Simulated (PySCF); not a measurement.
C₄H₁₂OSi, SMILES [SiH3]COCCC.

Geometry optimised at B3LYP-D3(BJ)/def2-SVP. The values are those of a single conformer.

Two levels are set side by side: PBE/def2-TZVP (PySCF) and r2SCAN/def2-TZVP (PySCF). Same geometry, gas phase. Differences are taken from unrounded values.

```tsv
quantity	r2SCAN
orbital gap (eV)	6.69
highest occupied level (eV)	-6.29
lowest empty level (eV)	0.40
dipole moment (D)	1.38
```

Question: What does PBE give, and how far is it from r2SCAN? (An estimate is asked for; the answer gives what the named calculation found.)

Answer: 
```csv
quantity,PBE,PBE minus r2SCAN
orbital gap (eV),5.87,-0.82
highest occupied level (eV),-5.98,0.31
lowest empty level (eV),-0.10,-0.50
dipole moment (D),1.35,-0.03
```

Rough cost on one machine, each run with all the roots and properties that it gave: r2SCAN against PBE about 2 times.
